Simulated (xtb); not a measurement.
C₃H₈OSi₂, SMILES [SiH3][C@H]1OC=C[SiH2]1. All values are semi-empirical tight-binding results from xtb (GFN2-xTB unless named), good for trends rather than for accurate numbers. Coordinates come from a GFN2-xTB optimisation. The structure was generated by enumeration; whether it is a known compound was not checked. Other conformers were not sampled.

Optimised geometry:

Bonded distances (Å): Si1–C2 1.905, Si1–H7 1.465, Si1–H8 1.463, Si1–H9 1.462, C2–O3 1.450, C2–Si6 1.924, C2–H10 1.094, O3–C4 1.335, C4–C5 1.339, C4–H11 1.083, C5–Si6 1.861, C5–H12 1.074, Si6–H13 1.467, Si6–H14 1.468. Angles (°): C2–Si1–H7 108.7, C2–Si1–H8 107.8, C2–Si1–H9 108.9, H7–Si1–H8 110.8, H7–Si1–H9 110.7, H8–Si1–H9 109.8, Si1–C2–O3 103.4, Si1–C2–Si6 118.6, Si1–C2–H10 110.0, O3–C2–Si6 107.1, O3–C2–H10 105.9, Si6–C2–H10 110.9, C2–O3–C4 113.6, O3–C4–C5 122.0, O3–C4–H11 112.0, C5–C4–H11 126.0, C4–C5–Si6 109.1, C4–C5–H12 121.1, Si6–C5–H12 129.8, C2–Si6–C5 88.2, C2–Si6–H13 112.3, C2–Si6–H14 111.9, C5–Si6–H13 116.3, C5–Si6–H14 116.9, H13–Si6–H14 109.7.
Charge 0, spin multiplicity 1.

Problem. Estimate the properties. (The exact figures need the calculation; the answer reports its results.)

Solution. 
| Property | Value |
|---|---|
| orbital gap | 3.99 eV |
| dipole moment | 0.63 D |
| zero-point energy | 58.1 kcal/mol |
| G − E(el) at 298.15 K (modified RRHO) | 37.8 kcal/mol |
| static polarisability (D4 model) | 94.6 bohr³ |
| solvation energy, GFN2-xTB/ALPB(water) | 0.5 kcal/mol |
| solvation energy, GFN2-xTB/ALPB(benzene) | -3.3 kcal/mol |

Computed atomic charges and the Wiberg bond orders between heavy atoms:
charges (e) Si1 0.45, C2 -0.11, O3 -0.29, C4 0.11, C5 -0.19, Si6 0.45, H7 -0.11, H8 -0.10, H9 -0.08, H10 0.00, H11 0.03, H12 0.03, H13 -0.10, H14 -0.09. Bond orders Si1–C2 0.87, C2–O3 0.95, O3–C4 1.14, C4–C5 1.77, C2–Si6 0.85, C5–Si6 0.98.
